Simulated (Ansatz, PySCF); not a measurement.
CH7BN2O, SMILES CNB(N)O. Atoms are numbered in the order given.

```xyz
12

C      1.9246    -0.0214     0.4660
N      0.7808    -0.5496    -0.2226
B     -0.5442    -0.0189    -0.1577
N     -0.8454     1.1437     0.5973
O     -1.5975    -0.6371    -0.8052
H      2.6476    -0.8146     0.7186
H      1.6109     0.4294     1.4206
H      2.4764     0.7553    -0.1008
H      0.9968    -1.2443    -0.9249
H     -1.7947     1.4822     0.6535
H     -0.1524     1.7983     0.9244
H     -1.3677    -1.5080    -1.1355
```
Charge 0, spin multiplicity 1.

The structure is a stationary point at PBE0-D3(BJ)/def2-SVP. This is a generated structure with no PubChem entry under its InChIKey; it may be hypothetical. Other conformers were not sampled.

Two levels are set side by side: PBE-D3(BJ)/def2-SVP (Ansatz, a quantum-chemistry and plane-wave program) and PBE0-D3(BJ)/def2-SVP (Ansatz). Each level has its own optimised geometry; the coordinates shown are those of the second. Frequencies come from the Hessian of PySCF at each geometry. Differences are taken from unrounded values.

```csv
quantity,PBE0-D3(BJ),PBE-D3(BJ),PBE-D3(BJ) minus PBE0-D3(BJ)
mean bond length (Å),1.179,1.188,0.010
bond C1–N2 (Å),1.436,1.445,0.009
bond N2–B3 (Å),1.429,1.438,0.009
bond B3–N4 (Å),1.419,1.428,0.010
bond B3–O5 (Å),1.382,1.394,0.012
bond C1–H6 (Å),1.103,1.111,0.009
bond C1–H7 (Å),1.101,1.110,0.009
bond C1–H8 (Å),1.109,1.118,0.010
bond N2–H9 (Å),1.011,1.020,0.009
bond N4–H10 (Å),1.009,1.018,0.009
bond N4–H11 (Å),1.008,1.017,0.009
bond O5–H12 (Å),0.959,0.971,0.012
highest harmonic wavenumber (cm⁻¹),3950,3775,-175
mean harmonic wavenumber (cm⁻¹),1476,1426,-49
zero-point energy (kcal/mol),63.29,61.17,-2.12
```

GGA bonds tend to be longer and softer than those of functionals with exact exchange. Differences between two approximate levels are no errors against the true value.
